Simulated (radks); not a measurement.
Values are calculated unless marked as measured or tabulated.
Task: Coherent X-ray form factor from a spherical all-electron density. Level of theory: scalar-relativistic Kohn-Sham, r2SCAN, spin-polarised, spherical densities, finite nucleus; meta-GGA in the generalised Kohn-Sham scheme; Fermi nuclear charge, rms radius of each element as measured or else 0.836 A^(1/3) + 0.57 fm (a radial shooting solver on a logarithmic mesh with Libxc functionals).

sin(theta)/lambda (1/angstrom),f0 (electrons)
0.05,26.355
0.1,24.779
0.15,22.889
0.2,21.031
0.25,19.282
0.3,17.638
0.4,14.672
0.5,12.221
0.6,10.332
0.8,7.968
1,6.738
1.25,5.770
1.5,4.934
2,3.422

The species is in the configuration that NIST lists as its ground one. Which atom or ion scatters so?

Result: Neutral cobalt, [Ar] 3d7 4s2. Extrapolating in s^2 from the first two rows gives f0(0) = 26.9, near the electron count 27; among species with that count, the fall with angle is slower the higher Z, and the table is that of Z = 27; from so few rows the species is fixed only to a neighbour or two.
